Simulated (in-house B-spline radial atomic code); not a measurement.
## Kr2+: [Ar] 3d10 4s1 4p4 5f1 (an excited or competing configuration)

All numbers are computed (non-relativistic revTPSS, spin-polarised, spherical fractional occupations; point nucleus) with a radial B-spline atomic code at the basis-set limit, not measured.

Effective charges: Z_r = [3n² - l(l+1)]/(2<r>) from the radius, Z_e = n√(-2ε) from the energy, and Slater's rules. Values are occupation-weighted means over spin.

```tsv
shell	electrons	ε (eV)	<r> (bohr)	Z_r	Z_e	Slater
1s	2	-13960	0.04242	35.36	32.03	35.70
2s	2	-1847.9	0.1876	31.98	23.31	31.85
2p	6	-1672.5	0.1619	30.88	22.17	31.85
3s	2	-293.81	0.5405	24.98	13.94	24.75
3p	6	-231.51	0.5446	22.95	12.37	24.75
3d	10	-120.82	0.5511	19.05	8.94	14.85
4s	1	-56.812	1.487	16.14	8.17	9.30
4p	4	-40.666	1.663	13.83	6.92	9.30
5f	1	-4.5688	9.22	3.42	2.90	3.00
```

The least bound orbital is 5f up at -4.569 eV, and it is also the most diffuse (<r> = 9.22 bohr).

The density falls to 0.001 bohr⁻³ at 3.512 bohr; Σ<r²> = 119.95 bohr² gives, by the non-relativistic formula and without the paramagnetism of open shells, a Langevin diamagnetic susceptibility of -95×10⁻⁶ cm³/mol.
